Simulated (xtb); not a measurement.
GaHBr2, SMILES [Br][GaH][Br]. All values are semi-empirical tight-binding results from xtb (GFN2-xTB unless named), good for trends rather than for accurate numbers. Geometry optimised at GFN2-xTB. The structure was generated by enumeration; whether it is a known compound was not checked.

For metal compounds this method's bond lengths and energies can be far off.

```yaml
point_group_as_xtb_finds_it: C2v
orbital_gap: 4.42 eV
zero_point_energy: 4.5 kcal/mol
G − E(el) at 298.15 K (modified RRHO): -15.0 kcal/mol
```
